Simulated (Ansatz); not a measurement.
Species: chlorosilane, sum formula SiH₃Cl (charge 0, singlet). 
Structure (B3LYP-D3(BJ)/def2-TZVP (Ansatz, an electronic-structure program) minimum search):
```xyz
5

Si    -0.9899    -0.0500    -0.0380
Cl     1.0723     0.0541     0.0412
H     -1.3688    -1.0690    -1.0360
H     -1.5103     1.2742    -0.4302
H     -1.4910    -0.4257     1.2983
```
Charge 0, spin multiplicity 1.

Basis-set convergence of Hartree-Fock and MP2 correlation energies (hartree) with Ansatz. Correlated levels leave the core frozen unless marked. No spin-orbit coupling. Non-relativistic.

```tsv
basis	functions	E(HF)	E(corr, MP2)
cc-pV(D+d)Z	61	-750.23143	-0.24254
cc-pV(T+d)Z	120	-750.26227	-0.31958
cc-pV(Q+d)Z	218	-750.26984	-0.34917
```

Extrapolating the two largest sets (X = 3 and 4) as X^-3: E(corr) = (64·(-0.34917) - 27·(-0.31958))/37 = -0.3708 Eh, an estimate of the basis-set limit. The largest set recovers 94.2 % of it, the smallest 65.4 %.
